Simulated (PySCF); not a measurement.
A GIAO shielding run with PySCF (density fitting, non-relativistic, gas phase) on `[SiH3]O[Si@H](N)C=O`, CH7NO2Si2:

```
$ OMP_NUM_THREADS=1 python probes_run.py task.json out

{"job": {"kind": "nmr", "xc": "LDA", "basis": "pcSseg-1", "pop": false}, "charge": 0, "multiplicity": 1}
N     -1.559212    -0.863840    -0.131933
Si    -0.579059     0.084817     0.887827
C     -0.997518     1.866191     0.278608
O     -1.742511     2.020106    -0.662158
O      1.055950    -0.130412     0.665302
Si     2.029978    -0.726287    -0.546275
H     -2.067711    -0.382931    -0.867830
H     -1.827743    -1.828984    -0.003591
H     -0.812792    -0.116269     2.343360
H     -0.524452     2.766851     0.760757
H      3.446002    -0.517509    -0.133532
H      1.785709    -2.184918    -0.754368
H      1.778350    -0.002778    -1.829686
```

Hardware: 1 thread of an Arm Neoverse V1, shared host.

**Question.** How large is the calculation?

**Answer.** 64 electrons, 151 basis functions and 829 auxiliary functions.

**Question.** How long does it take, and how much memory does it need?

**Answer.** 18 s of wall time, with 16 SCF cycles; peak memory 0.81 GiB. Times on a shared host scatter by some tens of per cent.

**Question.** And these other runs on the same molecule and hardware: GIAO shielding at B3LYP/pcSseg-1; GIAO shielding at B97-D/pcSseg-1; GIAO shielding at BLYP/pcSseg-1; GIAO shielding at BP86/pcSseg-1; GIAO shielding at HF/pcSseg-1; GIAO shielding at KT2/pcSseg-1?

**Answer.** B3LYP/pcSseg-1: 151 functions, 15 s; B97-D/pcSseg-1: 151 functions, 22 s; BLYP/pcSseg-1: 151 functions, 23 s; BP86/pcSseg-1: 151 functions, 22 s; HF/pcSseg-1: 151 functions, 8.4 s; KT2/pcSseg-1: 151 functions, 24 s.
